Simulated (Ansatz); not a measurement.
Reaction (ligand exchange at a Ge–S bond): `F[Si](F)(Cl)[S][GeH2][Cl]` + `N=CS` → `S/C=[N]/[GeH2][Cl]` + `F[Si](F)(S)Cl`

Calculated with Ansatz (gas phase, PBE0-D4/def2-TZVP geometries, no zero-point term in ΔE). CCSD(T)/CBS is the MP2 limit (def2-TZVPP, def2-QZVPP) plus CCSD(T) − MP2 in def2-TZVPP, frozen cores. This one scheme is used for every species. DFT in def2-TZVPP. B3LYP here is the variant with VWN-RPA as its local correlation; programs differ in this. For Ge outer-core shells are correlated without core-valence functions, which leaves a few kJ/mol of doubt a bond. Scalar relativity is left out up to krypton. Each species was taken in one conformer, which may not be the lowest.

Question: Is it downhill or uphill in electronic energy at CCSD(T)/CBS, and by how much? (An estimate is asked.)

Answer: The calculation gave: Uphill: ΔE = +40.2 kJ/mol.

Question: What do these levels give: PBE, B3LYP, CCSD/def2-TZVPP, MP2/def2-QZVPP, HF/CBS(def2), CCSD/CBS(def2)? (Best estimate.)

Answer: Ansatz gave: PBE 39.8, B3LYP 33.8, CCSD/def2-TZVPP 36.2, MP2/def2-QZVPP 38.7, HF/CBS(def2) 31.6, CCSD/CBS(def2) 39.7 kJ/mol.

Largest T1 diagnostic among the species: 0.014.

In def2-TZVPP, CCSD(T) changes the Hartree–Fock value by +4.5 kJ/mol (the triples alone add +0.5 kJ/mol) and MP2 by +4.7 kJ/mol. The D4 term adds +9.3 kJ/mol with B3LYP and +5.2 kJ/mol with PBE0; it sums over pairs of atoms, weighted by their polarisabilities, and B3LYP, whose exchange is more repulsive, gets the larger term.
